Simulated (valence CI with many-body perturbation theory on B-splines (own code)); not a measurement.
**Questions on Hf LXVI**

Method: configuration interaction combined with many-body perturbation theory (CI+MBPT): five valence electrons over a frozen Dirac-Fock core [He], radial functions for each j: 9 s, 9 p, 8 d, 6 f, 3 g, 1 h, with the one-electron correlation potential Σ1, the two-electron term Σ2, the three-electron term Σ3, Breit, model QED; selected CI, second order for the rest (own B-spline code, finite nucleus).

The last digits are not significant, and no measured levels were compared; by estimate large intervals hold to a few tenths of a per cent, small ones and those within an open d or f shell to about a per cent. Among the levels kept, up to 1100 cm⁻¹ of a level comes from second order outside the variational space, and about a tenth of that is noise between levels of different J, which matters for small intervals.

Levels are named by their leading jj configuration (3d3/2^4 stands for four electrons in 3d with j = 3/2), which in mixed levels can hold well under half, so a name can repeat and another be missing.

Rates and lifetimes use the calculated energies. Strong lines usually hold to 10 to 20 %, long lifetimes can be off by a factor of two.

(1) What is the ground level?

(2) Where does the other parity begin?

(3) How well does LS coupling describe the low levels?

(4) What are the static dipole polarisabilities of the lowest levels?

(5) Name the longest-lived excited levels whose lifetime is computed, and their main decay.

Answers

(1) (2s^2 2p1/2^2 2p3/2) J=3/2, composition 49 % 2s2.2p3 2P° + 27 % 2s2.2p3 2D° + 24 % 2s2.2p3 4S°, g = 1.316.

(2) At (2s 2p1/2^2 2p3/2^2) J=5/2, 1553 eV.

(3) Among the lowest 20 levels the leading LS term, summed over configurations, holds 63 % on average. For single configurations the figures are 63 % in LS and 100 % in jj coupling. Terms mix most in the J = 3/2 level at 8809 eV, where the leading one holds 35 %.

(4) (2s^2 2p1/2^2 2p3/2) J=3/2 7.91e-05 (tensor 1.5e-05) bohr³, of which the core gives 2.49e-07.

(5) (2s^2 2p1/2 2p3/2^2) J=5/2 at 1244 eV lives 342 ps, mostly by M1 to (2s^2 2p1/2^2 2p3/2) J=3/2; (2s^2 2p1/2 2p3/2^2) J=1/2 at 1294 eV lives 104 ps, mostly by M1 to (2s^2 2p1/2^2 2p3/2) J=3/2; (2s^2 2p1/2 2p3/2^2) J=3/2 at 1221 eV lives 58.5 ps, mostly by M1 to (2s^2 2p1/2^2 2p3/2) J=3/2.
